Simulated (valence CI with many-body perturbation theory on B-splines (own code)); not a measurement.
## Which ion has this spectrum?

A relativistic CI+MBPT calculation for an atom or ion with 34 electrons gives these levels (cm⁻¹):

| J | Parity | E | g |
| --- | --- | --- | --- |
| 2 | even | 0.0 | 1.48 |
| 1 | even | 4534 | 1.50 |
| 0 | even | 5336 |  |
| 2 | even | 14683 | 1.02 |
| 0 | even | 33237 |  |
| 2 | odd | 115580 | 1.50 |
| 1 | odd | 119030 | 1.49 |
| 0 | odd | 121151 |  |
| 0 | odd | 137920 |  |
| 1 | odd | 137976 | 1.50 |
| 2 | odd | 137992 | 1.49 |
| 3 | odd | 138013 | 1.49 |
| 4 | odd | 138140 | 1.50 |
| 1 | odd | 141597 | 1.00 |

The energies are calculated, with errors of about 300 cm⁻¹, more in some levels.

Q: Which is it?
A. Sr4+
B. Rb3+
C. Kr2+
D. Br+

A: C. Kr2+, ground level 4s²4p⁴ ³P_2.
